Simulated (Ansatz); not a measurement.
Start from `[OH][Ge][Cl]` and change one atom or group to get `[CH3][Ge][OH]`.

Ansatz, PBE0-D4/def2-TZVP geometries, multiplicity 1. Each molecule was computed in one conformer, which needn't be the lowest.

Scalar relativity is left out up to krypton.

```json
{"property": "HOMO–LUMO gap (ωB97M-V/def2-TZVPP) / eV", "`[OH][Ge][Cl]`": "9.86"}
{"property": "HOMO energy (B3LYP/def2-TZVPP) / eV", "`[OH][Ge][Cl]`": "-7.91"}
{"property": "HOMO energy (PBE/def2-TZVPP) / eV", "`[OH][Ge][Cl]`": "-6.94"}
{"property": "size of the dipole moment (PBE/def2-TZVPP) / D", "`[OH][Ge][Cl]`": "0.72"}
{"property": "LUMO energy (PBE0/def2-TZVPP) / eV", "`[OH][Ge][Cl]`": "-2.36"}
{"property": "size of the dipole moment (B3LYP/def2-TZVPP) / D", "`[OH][Ge][Cl]`": "0.82"}
```

(1) What does the change do to each property? (Best estimate.)

## Answers

(1) Computed: 
| property | `[CH3][Ge][OH]` | shift |
| --- | --- | --- |
| HOMO–LUMO gap (ωB97M-V/def2-TZVPP) / eV | 8.86 | -1.00 |
| HOMO energy (B3LYP/def2-TZVPP) / eV | -6.45 | 1.46 |
| HOMO energy (PBE/def2-TZVPP) / eV | -5.54 | 1.40 |
| size of the dipole moment (PBE/def2-TZVPP) / D | 1.83 | 1.11 |
| LUMO energy (PBE0/def2-TZVPP) / eV | -1.87 | 0.49 |
| size of the dipole moment (B3LYP/def2-TZVPP) / D | 1.85 | 1.03 |

With PBE0 the HOMO rises by 1.48 eV and the LUMO rises by 0.49 eV, so the gap narrows by about 0.99 eV. PBE moves the HOMO by 1.40 eV and ωB97M-V by 1.48 eV. The zero-point energy changes by 89.4 kJ/mol with +9 modes. Dipoles are sizes alone; their direction can turn.

B3LYP here is the variant with VWN-RPA as its local correlation; programs differ in this.
